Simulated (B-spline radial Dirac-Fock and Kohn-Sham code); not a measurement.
## Elastic scattering of 51.1 eV electrons by neutral calcium

Method: relativistic (Dirac) partial waves in the static field of the Dirac-Fock atom with Furness-McCarthy exchange, without polarisation or absorption potentials. Computed with a radial B-spline solver. Below a few hundred eV the neglected polarisation potential matters, most of all at small angles.

```csv
θ (°),dσ/dΩ (a₀²/sr),Sherman function
5,70.7,0.000
10,48.3,0.000
15,27.6,0.000
20,15.1,0.000
25,9.70,0.001
30,7.75,0.002
35,6.75,0.003
40,5.69,0.005
45,4.41,0.006
50,3.05,0.008
55,1.82,0.010
60,0.853,0.015
65,0.250,0.025
70,0.0234,-0.006
75,0.134,-0.042
80,0.496,-0.020
85,0.998,-0.013
90,1.52,-0.009
95,1.96,-0.007
100,2.23,-0.006
105,2.28,-0.005
110,2.12,-0.005
115,1.77,-0.004
120,1.31,-0.004
125,0.823,-0.005
130,0.403,-0.007
135,0.131,-0.017
140,0.0654,-0.029
145,0.228,-0.008
150,0.605,-0.003
155,1.15,-0.002
160,1.78,-0.001
165,2.40,-0.001
170,2.93,0.000
175,3.28,0.000
```

The total elastic cross section is 37.9 a₀², the first transport cross section 16.8 a₀² and the second, weighted with (3/2) sin²θ, 20.4 a₀². The mean deflection is ⟨1 − cos θ⟩ = 0.443, and 23 % of the collisions scatter beyond 90°.

On this grid of angles the cross section has minima near 70°, 140°, from interference among the few low partial waves with large phase shifts.
